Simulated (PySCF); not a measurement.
## An isoelectronic set: 54 electrons

CCSD(T) in PySCF with def2-SVPD on every atom (core potentials on Rb, Sr, Te, I), for the lowest determinant that a PBE0 search found; no spin–orbit coupling. All have 54 electrons, 8 of them in the valence shells, and the same state, a singlet (closed shell). For ions De leads to the atom and ion picked by measured ionisation energies and electron affinities.

```
species  difference of nuclear charges  Re (Å)  ωe (cm⁻¹)  k (mdyn/Å)  De (eV)  dissociates to
   TeH⁻                             51   1.675       2045        2.46      n/a         Te⁻ + H
   RbCl                             20   2.897        222       0.717     4.08         Rb + Cl
    SrS                             22   2.537        350        1.70     2.87          Sr + S
     HI                             52   1.615       2326        3.19     3.28           H + I
```

(1) Which member of the whole set has the stiffest bond, and how does it compare with the softest?

Correlated steps freeze the inner cores (4 to 5 orbitals); shallow outer-core shells are correlated. Correlated levels converge slowly with the basis: in double zeta they bind strong bonds too weakly, by up to about 1 eV, and carry superposition errors of some tenths. Spin–orbit coupling is left out, which matters for elements this heavy, above all for dissociation energies. Where the molecule has an RHF reference, its open-shell atoms are computed with UHF. The CCSD T1 diagnostic is raised in SrS, a sign that a single reference may not be enough there.

Results:

(1) HI with k = 3.19 mdyn/Å, 4.4 times that of RbCl.
